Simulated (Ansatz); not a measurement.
A structure relaxed at PBE-D4/def2-SVP in Ansatz, charge 1, singlet:

```xyz
8

Si   -1.115   -0.698    0.177
Si    2.854    0.044   -0.167
Si   -1.288    1.349   -0.670
Si    0.718    1.041    0.346
Si    0.971   -1.225   -0.808
H     2.046   -1.202    0.658
H    -1.834   -1.711    1.020
H    -2.352    2.402   -0.556
```

**Question.** Give its formula.

**Answer.** the cluster Si5H3⁺.

**Question.** Summarise the bond lengths by kind (pairs closer than 1.2 times the sum of covalent radii, bridged metal pairs left out).

**Answer.** 7 × Si–Si 2.22 to 2.56 Å; 3 × H–Si 1.50 to 1.70 Å.

The restricted singlet is unstable towards broken spin symmetry in Hartree–Fock (as tested in another run); at PBE-D4/def2-SVP this wasn't settled. Another isomer (singlet) lies 0.37 eV lower at PBE0-D4/def2-TZVP; other spin states weren't run for this one.
